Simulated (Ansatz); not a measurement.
Geometry optimisation, RKS PBE-D4/def2-SVP in Ansatz.

The input (input.yaml):

```yaml
crystal:
  periodic: [false, false, false]
  atoms:
    - { symbol: B, position_ang: [-0.032942, 0.667199, -0.273216] }
    - { symbol: H, position_ang: [0.034737, -0.441056, 1.857055] }
    - { symbol: C, position_ang: [1.328804, -0.02333, -0.704332] }
    - { symbol: H, position_ang: [1.302532, -1.126432, -0.573623] }
    - { symbol: H, position_ang: [1.528066, 0.166005, -1.782621] }
    - { symbol: H, position_ang: [2.203396, 0.357074, -0.138449] }
    - { symbol: O, position_ang: [-1.277417, 0.137362, -0.548566] }
    - { symbol: H, position_ang: [-1.206633, -0.740825, -0.957524] }
    - { symbol: "N", position_ang: [-0.031177, 1.992229, 0.394968] }
    - { symbol: H, position_ang: [0.819165, 2.542235, 0.517586] }
    - { symbol: H, position_ang: [-0.895414, 2.508711, 0.566885] }
    - { symbol: H, position_ang: [0.118784, 0.27673, 1.871838] }
basis:
  gaussian: { orbitals: def2-SVP }
hamiltonian:
  xc: pbe
  dispersion: d4
relax:
  f_tol: 0.03
  max_steps: 50
```

Run as:

```bash
$ ansatz run input.yaml --threads 2 --pin off --max-ram 3072MiB --backend cpu --events-out ev --progress --plain --runs-dir out
```

Q: Where does it end, and by what steps?

A: It converged. After 12 steps the energy has fallen by 0.326 eV; H2 moved furthest, 1.21 Å.

| step | energy less start (eV) | largest force component (eV/Å) | accepted |
| --- | --- | --- | --- |
| 0 | 0.0000 | 2.021 | yes |
| 1 | -0.1938 | 0.760 | yes |
| 2 | -0.2551 | 0.439 | yes |
| 3 | -0.2818 | 0.172 | yes |
| 4 | -0.2980 | 0.181 | yes |
| 5 | -0.3116 | 0.187 | yes |
| 6 | -0.3122 | 0.220 | yes |
| 7 | -0.3211 | 0.065 | yes |
| 8 | -0.3030 | 0.828 | no |
| 9 | -0.3239 | 0.079 | yes |
| 10 | -0.3241 | 0.208 | yes |
| 11 | -0.3259 | 0.083 | yes |
| 12 | -0.3263 | 0.023 | yes |

```xyz
12
Properties=species:S:1:pos:R:3
B -0.061 0.734 -0.523
H 0.311 -0.234 3.012
C 1.301 -0.013 -0.867
H 1.281 -1.053 -0.475
H 1.460 -0.092 -1.963
H 2.197 0.477 -0.437
O -1.276 0.341 -1.063
H -1.172 -0.423 -1.652
N -0.098 1.821 0.386
H 0.740 2.223 0.800
H -0.960 2.318 0.610
H 0.169 0.217 2.402
```

Time of the run: 21 s on 2 threads of Arm Neoverse V2 (shared host), peak memory 0.14 GiB.
